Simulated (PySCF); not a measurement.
2-pyridin-2-yl-1,3-thiazole (C₈H₆N₂S), SMILES c1ccc(-c2nccs2)nc1. Atoms are numbered in the order given.

```xyz
17

C     -3.3938     0.3798     0.3380
C     -2.8609    -0.5666    -0.5327
C     -1.4797    -0.6815    -0.6320
C     -0.6727     0.1605     0.1483
C      0.7980     0.0826     0.0832
N      1.6143     0.8158     0.7822
C      2.9104     0.5194     0.5091
C      3.1144    -0.4655    -0.4225
S      1.6047    -1.0476    -0.9832
N     -1.1861     1.0670     0.9824
C     -2.5045     1.1686     1.0703
H     -4.4722     0.5075     0.4508
H     -3.5121    -1.2099    -1.1290
H     -1.0332    -1.4163    -1.3063
H      3.7093     1.0571     1.0233
H      4.0549    -0.8661    -0.7967
H     -2.8860     1.9250     1.7665
```
Charge 0, spin multiplicity 1.

Geometry: PBE0-D3(BJ)/def2-SVP. The values are those of a single conformer.

Method: TDA-PBE/def2-SVP in PySCF.

Vertical excitations. Gas-phase values at a fixed geometry.

Problem. Estimate the UV-visible absorptions. (The exact figures need the calculation; the answer reports its results.)

Solution. 
```csv
state,energy (eV),λ (nm),f,main pairs
S1,3.32,373,0.000,HOMO→LUMO 98 %
S2,3.93,315,0.000,HOMO−2→LUMO 98 %
S3,4.25,292,0.002,HOMO→LUMO+1 93 %
S4,4.29,289,0.245,"HOMO−1→LUMO+1 48 %, HOMO−1→LUMO 39 %"
S5,4.42,281,0.284,"HOMO−1→LUMO 49 %, HOMO−1→LUMO+1 38 %"
S6,4.59,270,0.001,HOMO−2→LUMO+1 96 %
S7,5.00,248,0.030,"HOMO−4→LUMO 36 %, HOMO−3→LUMO 28 %, HOMO−1→LUMO+2 25 %"
S8,5.05,246,0.000,HOMO→LUMO+2 100 %
S9,5.25,236,0.082,"HOMO−3→LUMO 42 %, HOMO−4→LUMO 34 %"
S10,5.36,231,0.033,"HOMO−3→LUMO+1 49 %, HOMO−5→LUMO 32 %, HOMO−1→LUMO+2 9 %"
T1,2.97,417,0,HOMO−1→LUMO 97 %
T2,3.07,403,0,HOMO→LUMO 97 %
T3,3.61,344,0,HOMO−2→LUMO 97 %
T4,3.79,328,0,HOMO→LUMO+1 94 %
```
Triplets are in the Tamm–Dancoff approximation.
